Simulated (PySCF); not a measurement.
## Computed properties of Al(F)2(SeH) (AlF2HSe), SMILES [F][Al]([F])[SeH]

Al(F)2(SeH) (AlF₂HSe), SMILES [Al]([F])([SeH])[F]. Geometry: r2SCAN-D4/def2-SVP. The values are those of a single conformer. All values are computed for the isolated molecule unless a solvent is named; none is compared with measurement here.

**Structure.** The optimised structure has Cs symmetry. All 9 harmonic modes at r2SCAN-D4/def2-SVP (PySCF) are real, so it is a minimum. With heavy atoms numbered as in [Al:1]([F:2])([F:3])[SeH:4], the shortest bond between them is Al1–F2 at 1.654 Å and the longest Al1–Se4 at 2.283 Å.

**Vibrations.** The strongest infrared lines (harmonic, unscaled, degenerate partners summed) lie at 813 cm⁻¹ (152 km/mol, F 61 %, Al 38 %), 959 cm⁻¹ (107 km/mol, Al 52 %, F 47 %), 242 cm⁻¹ (62 km/mol, H 42 %, Al 39 %, F 16 %). The softest mode is at 139 cm⁻¹ and the zero-point energy is 8.6 kcal/mol.

**Electronic structure.** ωB97X/def2-TZVPD (PySCF) places the frontier levels at -10.22 and 0.34 eV, a gap of 10.56 eV, and gives a dipole moment of 1.46 D and a mean polarisability of 50.6 bohr³.

**Excitations.** TDA-ωB97X/def2-SVPD (PySCF) has S1 at 5.66 eV (219 nm, f = 0.068, bright); the most intense of the 10 singlets computed lies at 8.30 eV (f = 0.42). T1 (TDA) is at 5.35 eV, 0.31 eV under S1. No vertical singlet excitation falls in the visible range (under 3.1 eV).

**NMR.** GIAO shifts at PBE0/pcSseg-1 (PySCF) (non-relativistic, atoms alike by connectivity averaged): ¹H at 0.7 ppm against TMS; ¹⁹F at -162.0 ppm against CFCl3.
